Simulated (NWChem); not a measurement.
System meant: SiH3TeBr; SMILES [SiH3][Te]Br

Here is an NWChem input.

```
start job
memory heap 200 mb stack 900 mb global 1100 mb
geometry units angstroms noautoz
  Te     0.709115    -0.605517    -0.019807
  Br    -0.248497     1.734523     0.027388
  Si    -1.571052    -1.653783    -0.004590
  H     -1.308398    -3.124753    -0.031017
  H     -2.339006    -1.238152    -1.211956
  H     -2.305538    -1.276275     1.235688
end
basis spherical
  * library def2-svp
end
ecp
  Te library def2-ecp
end
dft
  odft
  mult 2
  xc xpbe96 cpbe96
  iterations 150
  mulliken
end
task dft energy
```

End of the output:

```
 Summary of "ao basis" -> "" (spherical)
 ------------------------------------------------------------------------------
       Tag                 Description            Shells   Functions and Types
 ---------------- ------------------------------  ------  ---------------------
 *                          def2-svp                  on all atoms

 Summary of "ao basis" -> "ao basis" (spherical)
 ------------------------------------------------------------------------------
       Tag                 Description            Shells   Functions and Types
 ---------------- ------------------------------  ------  ---------------------
 Te                         def2-svp                10       26   4s4p2d
 Br                         def2-svp                12       32   5s4p3d
 Si                         def2-svp                 8       18   4s3p1d
 H                          def2-svp                 3        5   2s1p

 Summary of "ao basis" -> "ao basis" (spherical)
 ------------------------------------------------------------------------------
       Tag                 Description            Shells   Functions and Types
 ---------------- ------------------------------  ------  ---------------------
 Te                         def2-svp                10       26   4s4p2d
 Br                         def2-svp                12       32   5s4p3d
 Si                         def2-svp                 8       18   4s3p1d
 H                          def2-svp                 3        5   2s1p

      Symmetry analysis of basis
      --------------------------

        a'         62
        a"         29

  number of electrons :                   76
  multiplicity        :                    2
 ------------------------------------------------------------------------
  no. of electrons and multiplicity not compatible                  76
 ------------------------------------------------------------------------
 ------------------------------------------------------------------------
  current input line :
    24: task dft energy
 ------------------------------------------------------------------------
 ------------------------------------------------------------------------
 There is an error in the input file
 ------------------------------------------------------------------------
 For more information see the NWChem manual at https://nwchemgit.github.io

0: no. of electrons and multiplicity not compatible:Received an Error in Communication
```

Question: What is wrong, and how is it mended?

Answer: The program refused the input. Cause: the multiplicity doesn't fit the number of electrons (an even count wants an odd multiplicity, and the reverse). This input runs:
```
start job
memory heap 200 mb stack 900 mb global 1100 mb
geometry units angstroms noautoz
  Te     0.709115    -0.605517    -0.019807
  Br    -0.248497     1.734523     0.027388
  Si    -1.571052    -1.653783    -0.004590
  H     -1.308398    -3.124753    -0.031017
  H     -2.339006    -1.238152    -1.211956
  H     -2.305538    -1.276275     1.235688
end
basis spherical
  * library def2-svp
end
ecp
  Te library def2-ecp
end
dft
  xc xpbe96 cpbe96
  iterations 150
  mulliken
end
task dft energy
```
It converges to -3132.54160 Ha (PBE/def2-SVP with def2 effective core potentials on Te).
